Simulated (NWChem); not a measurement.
[F][Ti](=[O])[F] (TiOF2), optimised at PBE0/def2-SVP with NWChem:

| Quantity | Value |
|---|---|
| highest occupied level (eV) | -9.57 |
| orbital gap (eV) | 6.34 |
| dipole (D) | 2.26 |
| highest harmonic frequency (cm⁻¹) | 1155 |
| zero-point energy (kcal/mol) | 4.7 |

Q: One F atom is replaced by Cl, giving [Cl][Ti]([F])=[O] (TiOClF), optimised at the same level. How do these values move?

A: 
| quantity | new value | change |
|---|---|---|
| highest occupied level (eV) | -9.12 | +0.45 |
| orbital gap (eV) | 5.57 | -0.77 |
| dipole (D) | 1.53 | -0.73 |
| highest harmonic frequency (cm⁻¹) | 1161 | +6 |
| zero-point energy (kcal/mol) | 4.1 | -0.6 |
